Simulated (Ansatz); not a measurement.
All numbers were calculated with Ansatz.

A structure relaxed at PBE0-D4/def2-TZVP, charge 0, multiplicity 1:

```
atom    x (Å)    y (Å)    z (Å)
  F1   0.8534   0.9808   1.1961
 Ga2   0.0029  -0.0159   0.0683
  F3  -0.7667  -1.4266   0.7057
 Cl4  -0.0896   0.4616  -1.9701
```

Question: Give its formula and SMILES.

Answer: ClF2Ga, `[F][Ga]([F])[Cl]`.

Question: Point group (tolerance 0.08 Å, 0.16 Å for H)?

Answer: C2v.

Question: Summarise the bond lengths by kind.

Answer: 2 × F–Ga 1.729 Å; 1 × Cl–Ga 2.096 Å.
